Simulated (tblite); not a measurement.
Species: C₆H₈FNSi.
Structure used (GFN2-xTB), in Å, numbered top down from 1:
```
atom  x, y, z in Å
N1    -0.8997   -0.3425    2.8450
C2    -0.3353   -0.5613    1.8752
C3     0.3628   -0.8102    0.6352
C4    -0.6183   -1.3398   -0.4226
C5    -1.5138   -0.1845   -0.8780
Si6   -0.3534    1.3232   -1.0054
C7     0.9072    0.5133    0.1432
C8     2.0899    0.9790    0.4967
F9     2.9284    0.3098    1.3143
H10    1.1666   -1.5272    0.8395
H11   -1.2064   -2.1679   -0.0214
H12   -0.0377   -1.7128   -1.2692
H13   -2.0275   -0.4436   -1.8016
H14   -2.2840   -0.0055   -0.1259
H15   -0.9101    2.5585   -0.4609
H16    0.2109    1.5069   -2.3443
H17    2.5136    1.9165    0.1706
```

All values are computed: GFN2-xTB (tblite) harmonic vibrations without scaling, gas phase. Against measured fundamentals such values can be off by several per cent, at times by over 20. Modes of hydrogen on silicon can be 10 to 20 % off. One conformer, not necessarily the lowest.

Harmonic wavenumbers (cm⁻¹): 44.4, 101.1, 125.0, 167.6, 212.5, 249.8, 327.1, 389.0, 430.2, 458.5, 482.2, 515.4, 579.0, 630.0, 650.3, 710.3, 740.9, 774.9, 799.5, 806.0, 891.3, 957.2, 999.6, 1057.6, 1075.9, 1105.6, 1118.5, 1162.1, 1223.5, 1245.9, 1260.2, 1280.8, 1321.7, 1474.3, 1490.3, 1699.7, 2260.4, 2296.8, 2405.3, 2923.8, 2968.5, 2984.0, 2985.6, 3016.4, 3085.5.

A = 1664, B = 1274, C = 903.8 MHz; mass 141.041 u (most abundant isotopes); point group C1, symmetry number 1.

**Question.** What is the zero-point energy?

**Answer.** Half the sum of the wavenumbers: 26742 cm⁻¹ = 319.90 kJ/mol.

**Question.** Give the ideal-gas entropy at 200 K and 1 bar in the rigid-rotor, harmonic-oscillator model (classical rotation).

**Answer.** Translation 162.28, rotation 118.48, vibration 68.94: S = 349.7 J/(mol K).

**Question.** And Cp and H(200 K) − H(0)?

**Answer.** Cp = 115.34 J/(mol K), of which vibrations give 82.08 (their classical limit is 45 R = 374.2); H(200 K) − H(0) = 14.41 kJ/mol without the zero-point energy, 7.76 from vibrations.

**Question.** How do the functions run with temperature in this model?

**Answer.** 
```csv
T (K),S (J/(mol K)),Cp (J/(mol K)),H − H(0) (kJ/mol),G − H(0) (kJ/mol),ln q(vib)
50,245.0,50.6,2.00,-10.24,0.42
100,286.7,71.9,5.08,-23.60,1.39
298.15,403.9,158.6,27.87,-92.55,5.97
373.15,442.8,188.4,40.91,-124.31,7.81
500,503.9,229.6,67.54,-184.42,10.93
750,608.3,284.6,132.38,-323.86,16.88
1000,695.3,319.2,208.16,-487.12,22.38
```

q(vib) and H(0) count from the zero-point level.

**Question.** Which modes carry the vibrational entropy at 200 K?

**Answer.** 44.4 cm⁻¹: 17.84; 101.1 cm⁻¹: 11.14; 125.0 cm⁻¹: 9.47; 167.6 cm⁻¹: 7.25; 212.5 cm⁻¹: 5.55; 249.8 cm⁻¹: 4.48 J/(mol K); the other 39 give 13.21 together.

**Question.** Blend soft modes into free rotors: weight 1/[1 + (100 cm⁻¹/ν̃)⁴] for the oscillator and the rest for a rotor with moment μB/(μ + B), μ = h/(8π²ν), B = 10⁻⁴⁴ kg m². What vibrational entropy results?

**Answer.** 64.72 J/(mol K) in place of 68.94, which changes −T·S at 200 K by +0.84 kJ/mol.

**Question.** What must be added to the electronic energy to get the Gibbs energy at 200 K and 1 bar?

**Answer.** ZPE + [H(200 K) − H(0)] − T·S = 319.90 + 14.41 − 69.94 = 264.37 kJ/mol.

Hindered rotation and anharmonicity are outside this model. Other conformers, if any are populated, would add a mixing term that is left out. The structure is chiral; the term R ln 2 for an equal mix with its mirror image is left out.

Time: 1.1 s of wall time. Hardware: an Arm Neoverse N1 with one thread, no GPU, shared host. The figure is for the frequency step alone.
